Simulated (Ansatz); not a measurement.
`C[NH][GeH2][Cl]` → `[Cl][GeH3]` + `C=N` at 400 K and 1 bar (β-hydride elimination).

Program: Ansatz. Geometries: PBE0-D4/def2-TZVP. ΔE: electronic, gas phase. CCSD(T)/CBS adds triple-zeta CCSD(T) − MP2 to the extrapolated MP2 energy (def2 sets, frozen cores). This one scheme is used for every species. For Ge outer-core shells are correlated without core-valence functions, which leaves a few kJ/mol of doubt a bond. Scalar relativity is left out up to krypton. Each species was taken in one conformer, which may not be the lowest.

```json
{"species": "`C[NH][GeH2][Cl]`", "CCSD(T)/CBS energy (Eh)": "-2632.29815", "H − E (kJ/mol)": "219.2", "S (J/(mol·K))": "373.8"}
{"species": "`[Cl][GeH3]`", "CCSD(T)/CBS energy (Eh)": "-2537.71925", "H − E (kJ/mol)": "82.5", "S (J/(mol·K))": "281.4"}
{"species": "`C=N`", "CCSD(T)/CBS energy (Eh)": "-94.52360", "H − E (kJ/mol)": "119.4", "S (J/(mol·K))": "238.9"}
```

H − E and S are ideal-gas, rigid-rotor, harmonic terms from PBE0-D4/def2-TZVP, for one conformer and one mirror image of each species. 1 Eh = 2625.50 kJ/mol, R = 8.31446 J/(mol·K).

Question: By hand: ΔE, ΔH, ΔS and ΔG.

Answer: ΔE = (-2537.71925) + (-94.52360) − (-2632.29815) = 0.05530 Eh = 145.2 kJ/mol. Δ(H − E) = 82.5 + 119.4 − 219.2 = -17.3, so ΔH = 127.9 kJ/mol. ΔS = 281.4 + 238.9 − 373.8 = 146.5 J/(mol·K). ΔG = 127.9 − 400 × (146.5)/1000 = 69.3 kJ/mol.

Question: By hand: the equilibrium constant, and the temperature at which ΔG would vanish if ΔH and ΔS stayed fixed.

Answer: log₁₀ K = −ΔG/(RT ln 10) = -9.0. ΔG = 0 at ΔH/ΔS = 873 K.

The number of gas molecules changes by +1, which sets the sign of ΔS. A doubt of 5 kJ/mol in ΔE shifts log₁₀ K by 0.7 here. Other conformers and mirror images would add mixing entropy, several J/(mol·K) or more a flexible species. These are equilibria of isolated gas molecules and say nothing of rates. Largest T1 diagnostic: 0.012 (customary marks: 0.02 for closed shells, 0.045 for open ones).
